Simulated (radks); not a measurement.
The tellurium anion Te2-, [Xe], held by a Watson sphere: a shell of charge +2 at radius R that stands for the Madelung well of a crystal (potential energy -2/R inside, -2/r outside, in hartree with lengths in bohr). All-electron calculation, scalar-relativistic Kohn-Sham, LB94 model potential, spin-polarised, spherical densities, point nucleus. Program: a radial shooting solver on a logarithmic mesh with Libxc functionals. Response by self-consistent Sternheimer equations with the Hartree and adiabatic LDA kernel, the relativistic mass of each level held fixed and spin-orbit coupling left out. The sphere does not respond.

R (bohr)  e(4d) (eV)  e(5s) (eV)  e(5p) (eV)  <r> 5p (bohr)  sum of <r^2> (bohr^2)  X-ray form factor at sin(theta)/lambda = 0.3 1/angstrom  alpha (bohr^3)
4.02         -45.137     -17.302      -8.451          2.922                  89.54                                                   36.102           81.25
4.29         -44.753     -16.850      -7.998          2.962                  91.52                                                   36.107           90.27
4.7          -44.199     -16.225      -7.360          3.015                  94.29                                                   36.111           104.9
4.97         -43.855     -15.847      -6.971          3.045                  95.95                                                   36.113           115.2
5.35         -43.398     -15.358      -6.464          3.082                  98.11                                                   36.114           130.5
5.36         -43.386     -15.346      -6.452          3.082                  98.16                                                   36.114           130.9
